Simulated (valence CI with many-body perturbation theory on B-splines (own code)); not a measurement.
# Te11+: M1 decay

Computed by configuration interaction combined with many-body perturbation theory (CI+MBPT): five valence electrons over a frozen Dirac-Fock core [Kr], a basis of 7 s, 7 p, 8 d, 6 f, 4 g, 1 h functions for each j, with the one-electron correlation potential Σ1, the two-electron term Σ2, the three-electron term Σ3, Breit, model QED; selected CI, second order for the rest, scaled by the run's own slope (own B-spline code, finite nucleus).

No measured levels were compared; by estimate terms of the open shell hold to 2 to 4 % of their energy, and close levels can change places. Among the levels kept, up to 1200 cm⁻¹ of a level comes from second order outside the variational space, and about a tenth of that is noise between levels of different J, which matters for small intervals. Excitations out of the core, of the other parity, are not computed and may begin above about 56.3 eV (a cautious bound); beyond it only levels of the ground parity were kept, without lifetimes.

Lines 51 to 100 of 120 in falling wavelength, among levels below 454120 cm⁻¹, chosen from the decays that carry over 1 % of a level's rate. Wavelengths and rates use the calculated energies, so an error of 2000 cm⁻¹ moves a line at 502.7 nm by 10 % and its rate by three times that or more. S is in atomic units (e²a₀⁴ for E2 and M2, e²a₀⁶ for E3), for M1 in squared Bohr magnetons. Weak lines are less certain than strong ones. Lines between different terms over intervals too small for the method are left out, as are lines whose strength nearly cancels.

Names give the largest LS component (configuration and term), which can be under half, so a name can repeat, a term be missing and a line seem to break the LS rules; names also repeat where a configuration has a term twice. Letters in brackets count levels of one name in rising energy.

```
λ vac (nm)           Upper           Lower  Type   A (s⁻¹)  S (a.u.)
     502.7     4d⁵ ²H_11/2  4d⁵ ²G_9/2 [a]    M1  1.24e+01  7.00e-01
     500.6  4d⁵ ²D_3/2 [a]      4d⁵ ⁴P_3/2    M1  3.12e+01  5.80e-01
     499.1  4d⁵ ²F_7/2 [c]  4d⁵ ²G_9/2 [a]    M1  2.48e+01  9.15e-01
     498.4      4d⁵ ⁴D_5/2  4d⁵ ⁴G_5/2 [a]    M1  1.05e+01  2.89e-01
     469.4  4d⁵ ²F_7/2 [c]  4d⁵ ²F_7/2 [a]    M1  1.66e+01  5.09e-01
     467.5  4d⁵ ²G_9/2 [b]  4d⁵ ²G_9/2 [a]    M1  2.45e+00  9.27e-02
     466.1     4d⁵ ²I_13/2     4d⁵ ⁴G_11/2    M1  2.99e+00  1.57e-01
     465.8  4d⁵ ²F_7/2 [a]      4d⁵ ⁴G_9/2    M1  1.63e+01  4.89e-01
     461.0  4d⁵ ²F_5/2 [b]      4d⁵ ⁴P_3/2    M1  6.85e+00  1.49e-01
     457.7      4d⁵ ⁴F_5/2      4d⁵ ⁴D_7/2    M1  6.76e+00  1.44e-01
     450.6  4d⁵ ²D_3/2 [a]      4d⁵ ⁴D_1/2    M1  1.79e+01  2.43e-01
     450.0     4d⁵ ²H_11/2     4d⁵ ²I_13/2    M1  2.85e+01  1.16e+00
     441.2      4d⁵ ⁴F_3/2      4d⁵ ⁴D_3/2    M1  5.60e+01  7.13e-01
     425.9  4d⁵ ²D_3/2 [a]      4d⁵ ⁴D_5/2    M1  2.27e+01  2.60e-01
     424.3      4d⁵ ⁴P_3/2  4d⁵ ⁴G_5/2 [a]    M1  5.90e+00  6.68e-02
     422.9  4d⁵ ²F_5/2 [a]      4d⁵ ⁴D_3/2    M1  9.07e+00  1.53e-01
     420.5  4d⁵ ²G_9/2 [a]     4d⁵ ⁴G_11/2    M1  1.57e+01  4.32e-01
     413.2  4d⁵ ²F_5/2 [a]  4d⁵ ⁴G_5/2 [b]    M1  1.76e+02  2.76e+00
     411.7      4d⁵ ²H_9/2      4d⁵ ⁴D_7/2    M1  9.25e+00  2.39e-01
     401.3  4d⁵ ²G_9/2 [a]      4d⁵ ⁴G_7/2    M1  1.15e+01  2.77e-01
     396.9  4d⁵ ²F_5/2 [b]      4d⁵ ⁴D_5/2    M1  6.88e+00  9.57e-02
     396.1  4d⁵ ²F_7/2 [b]      4d⁵ ⁴D_5/2    M1  1.68e+01  3.10e-01
     387.0  4d⁵ ²G_7/2 [a]      4d⁵ ⁴D_7/2    M1  1.53e+01  2.63e-01
     379.8  4d⁵ ²F_5/2 [a]      4d⁵ ⁴G_7/2    M1  2.40e+01  2.93e-01
     377.6     4d⁵ ²H_11/2     4d⁵ ²I_11/2    M1  9.91e+01  2.37e+00
     357.4  4d⁵ ²G_9/2 [b]     4d⁵ ²I_11/2    M1  2.27e+01  3.85e-01
     347.6  4d⁵ ²F_7/2 [a]  4d⁵ ⁴G_5/2 [a]    M1  2.35e+00  2.93e-02
     337.9      4d⁵ ²S_1/2      4d⁵ ⁴P_3/2    M1  3.43e+01  9.83e-02
     334.3      4d⁵ ⁴F_5/2  4d⁵ ⁴G_5/2 [b]    M1  2.24e+01  1.86e-01
     333.9  4d⁵ ²F_5/2 [b]      4d⁵ ⁴D_7/2    M1  2.47e+01  2.04e-01
     333.3  4d⁵ ²F_7/2 [b]      4d⁵ ⁴D_7/2    M1  6.41e+01  7.04e-01
     333.2  4d⁵ ²F_7/2 [c]      4d⁵ ⁴D_5/2    M1  4.31e+00  4.73e-02
     328.3      4d⁵ ⁴F_3/2  4d⁵ ⁴G_5/2 [a]    M1  4.96e+01  2.60e-01
     312.1      4d⁵ ⁴F_5/2      4d⁵ ⁴G_7/2    M1  3.48e+01  2.35e-01
     309.6      4d⁵ ²H_9/2      4d⁵ ⁴G_9/2    M1  6.80e+01  7.48e-01
     299.9      4d⁵ ²H_9/2     4d⁵ ⁴G_11/2    M1  2.47e+01  2.47e-01
     295.5  4d⁵ ²G_7/2 [a]      4d⁵ ⁴G_9/2    M1  2.96e+01  2.27e-01
     295.0  4d⁵ ²G_7/2 [a]  4d⁵ ⁴G_5/2 [b]    M1  1.94e+00  1.48e-02
     291.4  4d⁵ ⁴G_5/2 [a]      4d⁵ ⁶S_5/2    M1  5.61e+01  3.09e-01
     290.0      4d⁵ ²H_9/2      4d⁵ ⁴G_7/2    M1  2.92e+01  2.65e-01
     287.6  4d⁵ ²F_7/2 [c]      4d⁵ ⁴D_7/2    M1  1.99e+00  1.40e-02
     279.8  4d⁵ ²D_3/2 [a]      4d⁵ ⁴D_3/2    M1  4.04e+00  1.31e-02
     277.6  4d⁵ ²G_7/2 [a]      4d⁵ ⁴G_7/2    M1  1.69e+00  1.07e-02
     276.8  4d⁵ ²G_9/2 [b]      4d⁵ ⁴D_7/2    M1  2.76e+01  2.17e-01
     275.5  4d⁵ ²D_3/2 [a]  4d⁵ ⁴G_5/2 [b]    M1  2.93e+00  9.08e-03
     267.0  4d⁵ ²F_5/2 [b]      4d⁵ ⁴D_3/2    M1  9.06e+00  3.83e-02
     263.1  4d⁵ ²F_7/2 [b]      4d⁵ ⁴G_9/2    M1  7.16e+01  3.87e-01
     263.1  4d⁵ ²F_5/2 [b]  4d⁵ ⁴G_5/2 [b]    M1  1.53e+01  6.19e-02
     253.6      4d⁵ ⁴G_7/2      4d⁵ ⁶S_5/2    M1  1.08e+00  5.24e-03
     249.1  4d⁵ ²F_5/2 [b]      4d⁵ ⁴G_7/2    M1  3.00e+01  1.03e-01
```
